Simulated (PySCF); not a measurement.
The multiplicity is imposed and other spin states were not computed.

Cartesian coordinates (Å):
```xyz
7

Cd    -0.0089    -0.0182    -0.0015
N      1.2161    -0.9353     1.3194
H      0.8265    -0.9325     2.2729
H      2.1223    -0.4517     1.3924
N     -1.3985     0.6394    -1.3142
H     -1.2569     0.2458    -2.2555
H     -1.3508     1.6609    -1.4344
```
Charge 0, spin multiplicity 1.

Problem. What LUMO, HOMO and total energy does TPSSh-D3(BJ)/def2-TZVP // PBE-D3(BJ)/def2-SVP (PySCF 2.14.0) give?

Solution. 
LUMO: -1.01 eV
HOMO: -5.94 eV
total energy: -279.6534 Ha
